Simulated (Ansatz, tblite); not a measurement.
Cost and result up the ladder for Zn(OH)2 (ZnO₂H₂) (5 atoms). The state is a singlet with charge 0. Geometry: r2SCAN-D4/def2-TZVP.

Cartesian coordinates in Å:
```
Zn -0.0797 -0.1507 -0.0137
O 1.4303 -1.0488 -0.1409
H 2.1126 -0.7573 0.4724
O -1.6811 0.5744 0.0977
H -1.7821 1.3824 -0.4155
```

Ansatz on 4 threads of Intel Xeon on a shared host; xTB runs through tblite on one thread. Times are rough, summed over both states, and most runs start from the orbitals of an earlier one. CCSD(T)/def2-TZVPP serves as the yardstick here, not as an exact answer. The other state is a doublet.

The xTB rows come from tblite. Correlated methods freeze 11 core orbitals. HOMO above LUMO, or a gap near zero within one spin, warns that the state may not be the lowest or that an electron is smeared out.

Run but left out: PBE-D4/def2-TZVP (charge +1 doublet: an occupied level 0.02 eV above an empty one).

Correlated methods converge slowly with the basis.

Raw xTB energies of ions are shifted by several eV.

| level | functions | vertical IE (eV) | difference from CCSD(T)/def2-TZVPP (eV) | remarks |
| --- | --- | --- | --- | --- |
| GFN1-xTB | 16 | 16.62 | 5.46 | – |
| r2SCAN-D4/def2-TZVP | 122 | 10.50 | -0.66 | gap within one spin near zero (+1 doublet) |
| CCSD(T)/def2-TZVPP | 154 | 11.16 | 0.00 | – |
| GFN2-xTB | 14 | 16.54 | 5.38 | – |
| PBE0-D4/def2-TZVP | 122 | 10.79 | -0.37 | – |

(1) Estimate how long each takes.

Results:

(1) GFN2-xTB 0.009 s; GFN1-xTB 0.013 s; r2SCAN-D4/def2-TZVP 14 s; PBE0-D4/def2-TZVP 19 s; CCSD(T)/def2-TZVPP 3 min. On shared hardware such times vary by a factor of up to 3.
